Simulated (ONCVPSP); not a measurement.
# Configuration tests for carbon (ONCV)

ONCVPSP 4.0.1 input, shortened (lines: element, Z, core and valence counts, functional; n l f; lmax; l rc ep ncon nbas qcut; lloc lpopt rc5 dvloc0; l nproj debl; icmod fcfact rcfact), PBE, scalar-relativistic:

```
  C 6.00    1    1        4      upf
    1    0    2.00
    2    0    2.00
    2
    0    1.10    0.00    4    8    7.10
    1    0.85    0.13    3    7    8.90
    2    1.05    0.42    5    9    8.40
    4    3    0.80    2.00
    0    2    3.20
    1    2    0.90
    2    1    2.10
    1    0.65    0.00
```

In the p channel the program set the typed energies aside and used 0.050, 0.950 Ha.

Energies are relative to the spin-unpolarised reference configuration 2s2; without spin polarisation the order of configurations can differ from experiment.

```tsv
valence configuration	charge	ΔE all-electron (eV)	error AE − PS (meV)
2s2 2p2	0	-35.017	+35
2s2 2p1	+1	-24.156	+18
```

Problem. What are ΔE and the potential's error for 2s1?

Solution. ΔE = 48.194 eV all-electron; the error (AE − PS) is +30 meV.

Problem. What are ΔE and the potential's error for 2s1 2p2?

Solution. ΔE = -15.402 eV all-electron; the error (AE − PS) is +32 meV.
